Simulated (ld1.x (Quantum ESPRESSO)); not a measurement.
**P (Z = 15): excitation energies, all-electron against ultrasoft**

```
Element                 : phosphorus
Generator               : ld1.x (Quantum ESPRESSO) 7.5
Type                    : ultrasoft
Functional              : PBEsol
Relativity              : non-relativistic
Frozen core             : [Ne]
Valence charge          : 5
Reference configuration : 3s2 3p3
Partial waves           : 3s (bound): rcut 1.10, rcutus 1.50 bohr; 3s channel at 3.85 Ry: rcut 1.10, rcutus 1.50 bohr; 3p (bound): rcut 1.15, rcutus 1.60 bohr; 3p channel at 0.15 Ry: rcut 1.15, rcutus 1.60 bohr
Local potential         : all-electron potential smoothed inside 1.25 bohr (lloc = -2)
Core correction         : none
Augmentation charge     : built from norm-conserving waves at rcut, not smoothed further
```

Energies are relative to the spin-unpolarised reference configuration 3s2 3p3; without spin polarisation the order of configurations can differ from experiment.

```
valence configuration  charge  ΔE all-electron (eV)  error AE − PS (meV)
              3s2 3p2      +1                 9.710                 +0.7
              3s2 3p1      +2                28.834                 +9.6
              3s2 3p0      +3                58.550                  +51
            3s2 3p2.5    +0.5                 3.766                 +0.1
              3s1 3p4       0                 8.422                 +6.1
              3s1 3p0      +4               110.339                 +148
```

What are ΔE and the potential's error for 3s0 3p5?

ΔE = 16.974 eV all-electron; the error (AE − PS) is +34 meV.

Levels in the configuration 3s2 3p2:

| level | all-electron (eV) | pseudo (eV) |
| --- | --- | --- |
| 3s | -23.146 | -23.146 |
| 3p | -14.192 | -14.190 |
